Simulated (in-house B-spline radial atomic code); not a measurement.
# Binding energies in Zr⁷⁺

NIST's tabulated ground configuration is [Ar] 3d10 4s2 4p3; each binding energy is the energy of the ion with one electron taken from that subshell, relaxed, less that of the parent. All numbers are computed (Dirac-Hartree-Fock, average of configuration; Fermi nucleus of rms radius 4.2694 fm) with a B-spline radial code for spherical atoms, not measured. Energies include first-order Breit, QED and recoil terms.

| subshell | X-ray name | binding energy (eV) | -ε (eV) | relaxation (eV) |
| --- | --- | --- | --- | --- |
| 1s | K | 18121.9 | 18219.0 | 50.7 |
| 2s | L1 | 2660.8 | 2688.5 | 23.3 |
| 3s | M1 | 553.2 | 559.3 | 5.5 |
| 3d3/2 | M4 | 301.5 | 307.8 | 6.2 |
| 3d5/2 | M5 | 299 | 305.2 | 6.1 |
| 4s | N1 | 157.9 | 158.5 | 0.5 |
| 4p | N2,3 | 131.9 | 132.4 | 0.4 |

Relaxation = -ε minus the binding energy without Breit, QED and recoil terms.

Problem. What does it cost to remove both a 1s and a 3d3/2 electron?

Solution. 18474 eV, which is 50.6 eV more than the two single binding energies together.

Problem. What does it cost to remove both a 3s and a 3d5/2 electron?

Solution. 893.24 eV, which is 41.03 eV more than the two single binding energies together.

Problem. What does it cost to remove both a 3d3/2 and a 4p electron?

Solution. 456.65 eV, which is 23.26 eV more than the two single binding energies together.
